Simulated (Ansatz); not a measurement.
Two isomers of C3H10BN: A = `CB(C)CN`, B = `BN(C)CC`.

Gas-phase electronic energies from Ansatz, PBE0-D4/def2-TZVP geometries. CCSD(T)/CBS adds triple-zeta CCSD(T) − MP2 to the extrapolated MP2 energy (def2 sets, frozen cores). Functionals use def2-TZVPP. B3LYP here is the variant with VWN-RPA as its local correlation; programs differ in this. One conformer a species, not always the lowest.

A:

Z-matrix (Å, degrees):
```
C
B 1 1.566
H 1 1.095 2 111.1
H 1 1.092 2 114.9 3 125.1
H 1 1.100 2 108.5 3 -115.1
C 2 1.567 1 121.0 3 -135.2
C 2 1.569 1 120.5 3 45.7
H 6 1.096 2 111.3 1 -48.6
H 6 1.098 2 108.3 1 66.3
H 6 1.093 2 115.2 1 -172.9
N 7 1.454 2 116.7 1 -6.5
H 7 1.100 2 106.4 1 -128.4
H 7 1.109 2 105.8 1 122.0
H 11 1.011 7 111.7 2 171.5
H 11 1.011 7 111.0 2 51.9
```

B:

```xyz
15

B    -0.364   -1.021    1.241
N     0.388   -0.247    0.370
C     1.828   -0.158    0.473
C    -0.119    0.557   -0.731
C    -1.617    0.539   -0.919
H    -1.552   -1.081    1.139
H     0.215   -1.625    2.098
H     2.144    0.879    0.639
H     2.179   -0.769    1.302
H     2.308   -0.505   -0.450
H     0.370    0.216   -1.654
H     0.219    1.591   -0.580
H    -1.876    1.177   -1.767
H    -2.138    0.915   -0.037
H    -1.986   -0.467   -1.123
```

Which is lower in electronic energy at CCSD(T)/CBS, and by how much? (An estimate is asked.)

Ansatz gave: B, by 34.2 kJ/mol.

Give E(B) − E(A) in kJ/mol with PBE-D4, PBE0-D4, HF/def2-TZVPP, B2PLYP, BLYP-D4, ωB97M-V, B3LYP-D4. (Estimate.)

Computed: PBE-D4 -28.9, PBE0-D4 -27.2, HF/def2-TZVPP -32.9, B2PLYP -35.7, BLYP-D4 -36.8, ωB97M-V -28.7, B3LYP-D4 -34.6. None reverses the order clearly.

Does the order hold for the free energy at 298.15 K (harmonic terms from PBE0-D4)? (Estimate.)

Computed: Yes: G(B) − G(A) = -21.9 kJ/mol, for one conformer each.

Largest T1 diagnostic: 0.012.

At CCSD(T), def2-SVP lies −29.5 kJ/mol from the extrapolated value and def2-TZVPP −4.2 kJ/mol. In def2-TZVPP, CCSD(T) changes the Hartree–Fock value by −5.5 kJ/mol (the triples alone add −2.7 kJ/mol) and MP2 by −5.1 kJ/mol.
